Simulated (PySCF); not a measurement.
Compound: BiMe3, C3H9Bi.
Bonds: Bi1–C2, Bi1–C6, Bi1–C10. Hydrogens: H3, H4, H5 on C2; H7, H8, H9 on C6; H11, H12, H13 on C10.

The calculation used PySCF, PBE0-D3(BJ)/def2-SVP geometry optimisation, gas phase, def2 core potentials past Kr.

Give the optimised bond lengths and angles.

```csv
bond,length (bohr)
"Bi1–C2, Bi1–C6, Bi1–C10",4.297
C2–H3 and 8 like bonds,2.077
```

Bonds in one row agree within 0.02 bohr and their mean is given. A selection of angles:
```csv
angle,degrees
C2–Bi1–C6,92.8
Bi1–C2–H3,109.6
H3–C2–H4,109.7
```

Bi1 (bismuth bonded to 3 C) is pyramidal (angles 92.8°, 92.8° and 92.6°, sum 278.2°, 1.25 Å off the plane of its three neighbours). All 3 Bi–C bonds measure 2.273 to 2.274 Å.

Point group: near C3v, missed by 0.18 Å at most; the miss may be what the optimiser left on a soft mode. Stationary, but not proved a minimum.

Hardware: one thread, Arm Neoverse V2 (aarch64), on a shared host. Cost: 29 s, 0.47 GiB resident at most. That covers the optimisation of the geometry.
